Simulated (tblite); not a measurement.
Computed values, GFN2-xTB/tblite, gas phase, harmonic and unscaled. The method is semi-empirical: single wavenumbers can be off by several per cent or more. Modes of hydrogen on phosphorus can be 10 to 20 % off. One conformer each. Open shells enter through the occupations alone, without spin polarisation, and single modes of such species can be off by tens of per cent. Thermal functions are those of the rigid rotor and harmonic oscillator, without mixing of conformers.

Question: Order these by their ideal-gas entropy at 200 K and 1 bar, highest first (J/(mol K)).
A. `[CH2]/C(=C\F)C(Cl)=C=O` [radical]
B. `C=C1[C](C=O)[C@@H]1NC=O` [radical]
C. `C=C1OC(Cl)=C[C]1F` [radical]
D. `CP(CP)C1=CC=CO1`

Answer: D (379.3), B (361.9), A (350.8), C (316.8).

```csv
SMILES,atoms,mass (u),symmetry number,modes under 300 cm⁻¹,ZPE (kJ/mol),S translation (J/(mol K)),S rotation,S vibration,S spin,S,Cp
CP(CP)c1ccco1,19,160.02,1,9,369.8,163.9,121.5,94.0,0.0,379.3,126.5
C=C1[C](C=O)[C@@H]1NC=O,15,124.04,1,7,273.3,160.7,118.2,77.2,5.8,361.9,112.4
[CH2]/C(=C\F)C(Cl)=C=O,11,132.99,1,6,163.8,161.5,117.5,66.0,5.8,350.8,104.5
C=C1OC(Cl)=C[C]1F,11,132.99,1,4,171.1,161.5,115.7,33.8,5.8,316.8,87.8
```

Entropies and Cp are for 200 K and 1 bar.
